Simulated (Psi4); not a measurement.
HgI2, triplet, at the geometry of the source list (a higher spin typed on purpose: for a closed-shell molecule this is an excited state) (core potentials on Hg, I); Psi4 with B3LYP/def2-SV(P).

Psi4 was given this input:
```
memory 2 GB

molecule {
0 3
  Hg   -0.00000000    0.00000000   -0.00000000
  I    -0.23340000    2.01440000   -1.61270000
  I     0.23340000   -2.01440000    1.61270000
}

set basis def2-sv(p)
set reference uks

energy('b3lyp')
print_variables()
```

Problem. Predict the main parts of the log of this Psi4 run.

Solution. 
```
   => Loading Basis Set <=

    Name: DEF2-SV(P)
    Role: ORBITAL
    Keyword: BASIS

    !!!  WARNING: ECP capability is in beta. Please check occupations closely.  !!!

         ---------------------------------------------------------
                                   SCF
               by Justin Turney, Rob Parrish, Andy Simmonett
                          and Daniel G. A. Smith
                              UKS Reference
         ---------------------------------------------------------

  ==> Geometry <==

    Molecular point group: d2h
    Full point group: D_inf_h

    Geometry (in Angstrom), charge = 0, multiplicity = 3:

       Center              X                  Y                   Z               Mass
    ------------   -----------------  -----------------  -----------------  -----------------
         HG           0.000000000000     0.000000000000     0.000000000000   201.970643400000
         I           -0.000000000000     2.590962024037     0.000000000000   126.904471900000
         I            0.000000000000    -2.590962024037     0.000000000000   126.904471900000

  Running in d2h symmetry.

  Rotational constants: A = ************  B =      0.00989  C =      0.00989 [cm^-1]
  Rotational constants: A = ************  B =    296.61163  C =    296.61163 [MHz]
  Nuclear repulsion =  268.064557705209836

  Charge       = 0
  Multiplicity = 3
  Electrons    = 70
  Nalpha       = 36
  Nbeta        = 34

  ==> Algorithm <==

  SCF Algorithm Type is DF.
  DIIS enabled.
  MOM disabled.
  Fractional occupation disabled.
  Guess Type is SAD.
  Energy threshold   = 1.00e-06
  Density threshold  = 1.00e-06
  Integral threshold = 1.00e-12

  ==> Primary Basis <==

  Basis Set: DEF2-SV(P)
    Blend: DEF2-SV(P)
    Number of shells: 31
    Number of basis functions: 77
    Number of Cartesian functions: 83
    Spherical Harmonics?: true
    Max angular momentum: 2

  Core potential: DEF2-SV(P)
    Number of shells: 12
    Number of ECP primitives: 68
    Number of ECP core electrons: 116
    Max angular momentum: 3

  ==> DFT Potential <==

   => LibXC <=

    Version 7.1.2
    S. Lehtola, C. Steigemann, M. J. T. Oliveira, and M. A. L. Marques,  SoftwareX 7, 1–5 (2018) (10.1016/j.softx.2017.11.002)

   => Composite Functional: B3LYP <=

    B3LYP Hyb-GGA Exchange-Correlation Functional

    P. J. Stephens, F. J. Devlin, C. F. Chabalowski, and M. J. Frisch,  J. Phys. Chem. 98, 11623 (1994) (10.1021/j100096a001)

    Deriv               =              1
    GGA                 =           TRUE
    Meta                =          FALSE

    Exchange Hybrid     =           TRUE
    MP2 Hybrid          =          FALSE

   => Exchange Functionals <=

    0.0800   Slater exchange
    0.7200         Becke 88

   => Exact (HF) Exchange <=

    0.2000               HF

   => Correlation Functionals <=

    0.1900   Vosko, Wilk & Nusair (VWN5_RPA)
    0.8100   Lee, Yang & Parr

   => LibXC Density Thresholds  <==

    XC_HYB_GGA_XC_B3LYP:  1.00E-15

   => Molecular Quadrature <=

    Radial Scheme          =       TREUTLER
    Pruning Scheme         =           NONE
    Nuclear Scheme         =       TREUTLER

    Blocking Scheme        =         OCTREE
    BS radius alpha        =              1
    Pruning alpha          =              1
    Radial Points          =             75
    Spherical Points       =            302
    Total Points           =          61780
    Total Blocks           =            592
    Max Points             =            256
    Max Functions          =             73
    Weights Tolerance      =       1.00E-15

   => Loading Basis Set <=

    Name: (DEF2-SV(P) AUX)
    Role: JKFIT
    Keyword: DF_BASIS_SCF

  ==> Integral Setup <==

  SCF_SUBTYPE=INCORE selected. In-core MEM_DF algorithm will be used.
  Using in-core AOs.

  ==> MemDFJK: Density-Fitted J/K Matrices <==

    J tasked:                   Yes
    K tasked:                   Yes
    wK tasked:                   No
[...]
     B1g        8       8
     B2g        4       4
     B3g        8       8
     Au         2       2
     B1u        9       9
     B2u       15      15
     B3u        9       9
   -------------------------
    Total      77      77
   -------------------------

  ==> Iterations <==

                           Total Energy        Delta E     RMS |[F,P]|

   @DF-UKS iter SAD:  -742.91367884540500   -7.42914e+02   0.00000e+00
   @DF-UKS iter   1:  -748.78934047887071   -5.87566e+00   2.09692e-02 DIIS/ADIIS
   @DF-UKS iter   2:  -748.81957939275765   -3.02389e-02   2.18190e-02 DIIS/ADIIS
   @DF-UKS iter   3:  -749.07673244743205   -2.57153e-01   3.86108e-03 DIIS/ADIIS
   @DF-UKS iter   4:  -749.08456318947037   -7.83074e-03   1.32094e-03 DIIS/ADIIS
   @DF-UKS iter   5:  -749.08546151144742   -8.98322e-04   1.33755e-04 DIIS/ADIIS
   @DF-UKS iter   6:  -749.08547534802801   -1.38366e-05   3.66858e-05 DIIS
   @DF-UKS iter   7:  -749.08547665167180   -1.30364e-06   4.07977e-06 DIIS
   @DF-UKS iter   8:  -749.08547666791651   -1.62447e-08   8.46084e-07 DIIS
  Energy and wave function converged.

  ==> Post-Iterations <==

   Electrons on quadrature grid:
      Nalpha   =   35.9999918308 ; deviation = -8.169e-06
      Nbeta    =   33.9999913439 ; deviation = -8.656e-06
      Ntotal   =   69.9999831747 ; deviation = -1.683e-05

   @Spin Contamination Metric:   4.765002332E-03
   @S^2 Expected:                2.000000000E+00
   @S^2 Observed:                2.004765002E+00
   @S   Expected:                1.000000000E+00
   @S   Observed:                1.000000000E+00

    Orbital Energies [Eh]
    ---------------------

    Alpha Occupied:

[...]
    Alpha Virtual:

[...]
    Beta Occupied:

[...]
       4B1u   -0.268064

    Beta Virtual:

[...]
      22Ag   119.278762

    Final Occupation by Irrep:
             Ag   B1g   B2g   B3g    Au   B1u   B2u   B3u
    DOCC [     9,    4,    2,    3,    1,    4,    7,    4 ]
    SOCC [     1,    0,    0,    1,    0,    0,    0,    0 ]
    NA   [    10,    4,    2,    4,    1,    4,    7,    4 ]
    NB   [     9,    4,    2,    3,    1,    4,    7,    4 ]

  @DF-UKS Final Energy:  -749.08547666791651

   => Energetics <=

    Nuclear Repulsion Energy =            268.0645577052098361
    One-Electron Energy =               -1840.2740335939583929
    Two-Electron Energy =                 870.7380779552012200
    DFT Exchange-Correlation Energy =     -47.6140787343691159
    Empirical Dispersion Energy =           0.0000000000000000
    VV10 Nonlocal Energy =                  0.0000000000000000
    Total Energy =                       -749.0854766679165095

  UHF NO Occupations:
  HONO-2 :    4B1u 1.9985671
  HONO-1 :    4B3g 1.0000000
  HONO-0 :   10 Ag 1.0000000
  LUNO+0 :    5B1u 0.0014329
  LUNO+1 :    8B2u 0.0005698
  LUNO+2 :   11 Ag 0.0001091
  LUNO+3 :    9B2u 0.0001006

Computation Completed

Properties will be evaluated at   0.000000,   0.000000,   0.000000 [a0]

Properties computed using the SCF density matrix

 Multipole Moments:

 ------------------------------------------------------------------------------------
     Multipole            Electronic (a.u.)      Nuclear  (a.u.)        Total (a.u.)
 ------------------------------------------------------------------------------------

 L = 1.  Multiply by 2.5417464519 to convert [e a0] to [Debye]
 Dipole X            :          0.0000000            0.0000000            0.0000000
 Dipole Y            :          0.0000000            0.0000000            0.0000000
 Dipole Z            :          0.0000000            0.0000000            0.0000000
 Magnitude           :                                                    0.0000000

 ------------------------------------------------------------------------------------

  Variable Map:
  ----------------------------------------------------------------------------
[...]
  Array Variable Map:
  ----------------------------------------------------------------------------
[...]
[...]
```
